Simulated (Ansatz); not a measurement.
Geometry optimisation, RKS CAM-B3LYP-D4/def2-SVP (Ansatz 0.2.0).

The input (input.yaml):

```yaml
crystal:
  periodic: [false, false, false]
  atoms:
    - { symbol: In, position_ang: [0.027477, -0.409401, 0.114057] }
    - { symbol: O, position_ang: [-0.108084, -0.182054, 2.090395] }
    - { symbol: H, position_ang: [-0.99054, -0.340295, 2.448392] }
    - { symbol: O, position_ang: [1.856392, -0.502502, -0.615585] }
    - { symbol: H, position_ang: [1.869191, -0.535377, -1.580109] }
    - { symbol: O, position_ang: [-1.533524, -0.656713, -1.085736] }
    - { symbol: H, position_ang: [-2.392934, -0.546287, -0.660975] }
    - { symbol: Cl, position_ang: [0.126847, 3.040379, 1.254986] }
    - { symbol: H, position_ang: [0.212276, 1.995149, 2.081274] }
basis:
  gaussian: { orbitals: def2-SVP }
hamiltonian:
  xc: cam_b3lyp
  dispersion: d4
relax:
  f_tol: 0.03
  max_steps: 50
```

Command:

```bash
$ ansatz run input.yaml --threads 4 --pin off --max-ram 5120MiB --backend cpu --events-out ev --progress --plain --runs-dir out
```

Where does it end, and by what steps?

It converged. After 27 steps the energy has fallen by 1.692 eV; H9 moved furthest, 1.59 Å. Parted: Cl8–H9 (1.34 → 3.49 Å). Joined: In1–Cl8 (3.63 → 2.34 Å), O2–H9 (2.20 → 0.97 Å).

```tsv
step	energy less start (eV)	largest force component (eV/Å)	accepted
0	0.0000	0.981	yes
1	-0.1349	0.313	yes
2	-0.2166	0.508	yes
3	-0.2911	0.735	yes
4	-0.3497	0.892	yes
5	-0.4744	1.308	yes
6	-0.7259	1.794	yes
7	-1.1276	1.249	yes
8	-1.3168	3.706	yes
9	-1.4806	0.755	yes
10	-1.5245	0.738	yes
11	-1.5696	0.403	yes
12	-1.5847	0.319	yes
13	-1.5952	0.416	yes
14	-1.5989	0.455	yes
15	-1.5898	0.542	no
16	-1.6108	0.200	yes
17	-1.6150	0.142	yes
18	-1.6268	0.460	yes
19	-1.6317	1.012	yes
20	-1.6502	0.819	yes
21	-1.6800	0.373	yes
22	-1.6879	0.167	yes
23	-1.6835	0.206	no
24	-1.6904	0.063	yes
25	-1.6917	0.090	yes
26	-1.6828	0.338	no
27	-1.6919	0.023	yes
```

```xyz
9
Properties=species:S:1:pos:R:3
In 0.227 0.623 -0.116
O -0.050 -0.087 2.047
H -0.919 -0.437 1.721
O 1.921 -0.059 -0.876
H 1.898 -1.014 -1.011
O -1.464 -0.495 -0.015
H -2.234 -0.204 -0.517
Cl -0.073 2.934 0.114
H -0.240 0.601 2.700
```

Whether the end is a true minimum wasn't checked by a vibrational analysis.

The run took 48 s on 4 threads of Arm Neoverse V2 (shared host), peak memory 0.31 GiB.
